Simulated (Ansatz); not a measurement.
System: CH4B, charge 0, doublet. CH4B (SMILES [BH]C, doublet).
B3LYP-D3(BJ)/def2-TZVP minimum from Ansatz (an electronic-structure program):
```
C
H 1 1.0906
H 1 1.0970 2 109.30
H 1 1.1021 2 107.26 3 -113.97
B 1 1.5376 2 115.98 4 -117.64
H 5 1.1921 1 128.20 2 -169.04
```
Charge 0, spin multiplicity 2.

Total energies in aug-cc-pVDZ, 11 correlated electrons, 2 frozen orbitals. UHF or UKS for unpaired electrons; spin-orbit terms are left out. Cores are frozen in correlated methods. No relativity.

```csv
method,program,energy (Eh),minus CCSDT(Q) (mEh)
HF,Ansatz,-64.81114,257.30
MP2,Ansatz,-65.02790,40.53
CCSD,Ansatz,-65.06041,8.03
CCSD(T),Ansatz,-65.06735,1.09
CCSDT(Q),Ansatz,-65.06844,0.00
```

Rough core times of Ansatz's runs on a shared machine: CCSD(T) 20 s, CCSDT(Q) 20 min.
